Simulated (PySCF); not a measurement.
**Radial density of S²⁺ (sulfur, charge +2)**

M06-2X, [Ne] 3s2 3p2, high-spin 3P determinant. All numbers are calculated (PySCF 2.14, the spin-free X2C one-electron Hamiltonian (Gaussian nucleus), in x2c-QZVPPall with one added diffuse shell each of s, p, d, f type (10s7p5d3f1g, 86 functions)).

```json
{"r (bohr)": "0.00190", "4πr²ρ (e/bohr)": "0.1328", "4πr²(ρα − ρβ)": "0.0000"}
{"r (bohr)": "0.00319", "4πr²ρ (e/bohr)": "0.3490", "4πr²(ρα − ρβ)": "0.0000"}
{"r (bohr)": "0.00536", "4πr²ρ (e/bohr)": "0.8936", "4πr²(ρα − ρβ)": "0.0000"}
{"r (bohr)": "0.00902", "4πr²ρ (e/bohr)": "2.189", "4πr²(ρα − ρβ)": "0.0000"}
{"r (bohr)": "0.0152", "4πr²ρ (e/bohr)": "4.975", "4πr²(ρα − ρβ)": "0.0001"}
{"r (bohr)": "0.0255", "4πr²ρ (e/bohr)": "9.943", "4πr²(ρα − ρβ)": "0.0008"}
{"r (bohr)": "0.0429", "4πr²ρ (e/bohr)": "16.01", "4πr²(ρα − ρβ)": "0.0059"}
{"r (bohr)": "0.0722", "4πr²ρ (e/bohr)": "18.22", "4πr²(ρα − ρβ)": "0.0318"}
{"r (bohr)": "0.121", "4πr²ρ (e/bohr)": "13.71", "4πr²(ρα − ρβ)": "0.1216"}
{"r (bohr)": "0.204", "4πr²ρ (e/bohr)": "13.10", "4πr²(ρα − ρβ)": "0.2770"}
{"r (bohr)": "0.344", "4πr²ρ (e/bohr)": "17.67", "4πr²(ρα − ρβ)": "0.2434"}
{"r (bohr)": "0.578", "4πr²ρ (e/bohr)": "9.641", "4πr²(ρα − ρβ)": "-0.0094"}
{"r (bohr)": "0.972", "4πr²ρ (e/bohr)": "2.808", "4πr²(ρα − ρβ)": "0.7072"}
{"r (bohr)": "1.64", "4πr²ρ (e/bohr)": "2.670", "4πr²(ρα − ρβ)": "1.2970"}
{"r (bohr)": "2.75", "4πr²ρ (e/bohr)": "0.5246", "4πr²(ρα − ρβ)": "0.3105"}
{"r (bohr)": "4.63", "4πr²ρ (e/bohr)": "0.007778", "4πr²(ρα − ρβ)": "0.0059"}
{"r (bohr)": "7.78", "4πr²ρ (e/bohr)": "1.059e-05", "4πr²(ρα − ρβ)": "0.0000"}
```

Densities and radii are taken from the X2C orbitals without a picture-change correction, which distorts them close to the nucleus.

Where is the radial spin density 4πr²(ρα − ρβ) most negative, and why is it negative at all?

Around r = 0.578 bohr, down to -0.0094 e/bohr: exchange with the open shell polarises the paired shells in an unrestricted calculation.
